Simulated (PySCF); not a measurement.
C₂H₆BrClSn, SMILES [Cl][Sn]([Br])([CH3])[CH3] at its B3LYP/def2-SVP optimised geometry (Å):

```
11

C     -1.9653    -1.7081    -1.5621
Sn    -0.8807    -0.6874     0.0000
C      1.2776    -0.6874     0.0000
Cl    -1.5745    -1.6404     2.0692
Br    -1.6404     1.7251     0.0000
H     -3.0401    -1.6198    -1.3542
H     -1.7333    -1.2400    -2.5292
H     -1.6726    -2.7677    -1.5745
H      1.6250    -0.1614     0.8993
H      1.6399    -0.1684    -0.8986
H      1.6404    -1.7251     0.0102
```

Calculation: B3LYP/def2-TZVP, def2 effective core potentials past Kr in PySCF 2.14.0. The core electrons that the potentials of Sn replace are not part of the density. Cells within 0.4 Å of a nucleus heavier than hydrogen are left out (blank, or x).

Map of the log10 of the electron density (e/bohr³), floored at −4 on the plane z = 0.0 Å:

```
|00000111111110000000000000000|
|00011222222221100000000000000|
|00112233333322110000000000000|
|01123344444433211000000000000|
|01234455555543321000000000000|
|12334566666654321100000000000|
|12345667877655432100000000000|
|12345679xx8765432100000000000|
|1234567xxx8765432110000000000|
|12345678xx7765432211111000000|
|12345667777655433222222100000|
|12344566776655433333332210000|
|11234556666655444444443321000|
|01233455566665555555554321100|
|01123445667876656666655432100|
|01123345689997666777765432100|
|0112334579xxx87677xx765432100|
|0122344578xxx87677xx765432100|
|01223445679997666777765432100|
|11233445567776556677765432100|
|11223344556655555567765432100|
|01223344455544444556665421000|
|01122333444443333455554321000|
|00112233333332222334433210000|
|00011222222222112223322110000|
|00001112222111101111111000000|
|00000011111100000000000000000|
|00000000000000000000000000000|
|00000000000000000000000000000|
```
Scale: ten equal steps from -4.00 (start of '0') to 0.497 (end of '9'), in the order '0123456789'; x runs from -4.00 to 4.00, y from -4.00 (bottom) to 4.00 (top).
